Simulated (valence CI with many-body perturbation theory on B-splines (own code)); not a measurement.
The numbers below are computed, except where a source is named.
Er29+ in three bases

Method: configuration interaction combined with many-body perturbation theory (CI+MBPT): three valence electrons over a frozen Dirac-Fock core [Kr], radial functions for each j: 7 s, 7 p, 8 d, 6 f, 4 g, 1 h, with the one-electron correlation potential Σ1 (screened to all orders), the two-electron term Σ2, the three-electron term Σ3, Breit, model QED; selected single and double excitations, second order for the rest, scaled by the run's own slope (own B-spline code, finite nucleus).

No measured spectrum was set against this ion. As an estimate, large intervals hold to a few tenths of a per cent, small ones and those within an open d or f shell to about a per cent. Only levels of the ground parity were solved; by the run's estimate the other parity begins above the list, which can be wrong where configurations are misplaced.

The reference run has the lowest level (4d3/2^3) J=3/2 and an ionisation energy of 1093.78 eV. Its largest variational space holds 5010 state functions.

Levels are named by their leading jj configuration (3d3/2^4 stands for four electrons in 3d with j = 3/2), which in mixed levels can hold well under half, so a name can repeat and another be missing. Letters in brackets count levels of one name in rising energy.

Changed runs:
A. basis 6 s, 6 p, 5 d, 5 f, 1 g
B. basis 5 s, 5 p, 4 d, 4 f

Excitation energies of the reference run in cm⁻¹, and shifts in cm⁻¹:

```tsv
Level	Reference	A	B
(4d3/2^2 4d5/2) J=5/2 [a]	69380	-128	-377
(4d3/2^2 4d5/2) J=3/2	88057	-48	+131
(4d3/2^2 4d5/2) J=7/2	94296	-27	+49
(4d3/2^2 4d5/2) J=9/2	98852	+37	+331
(4d3/2^2 4d5/2) J=1/2	100734	-35	+274
(4d3/2^2 4d5/2) J=5/2 [b]	149878	+14	+426
(4d3/2 4d5/2^2) J=7/2 [a]	165600	-43	-29
(4d3/2 4d5/2^2) J=9/2	175386	-71	-0.9
(4d3/2 4d5/2^2) J=3/2 [a]	188193	+2.7	+167
(4d3/2 4d5/2^2) J=1/2	195501	+37	+541
(4d3/2 4d5/2^2) J=11/2	202197	+53	+613
(4d3/2 4d5/2^2) J=5/2 [a]	205781	+69	+645
Ionisation energy (eV)	1093.78	-0.038	-0.10
```
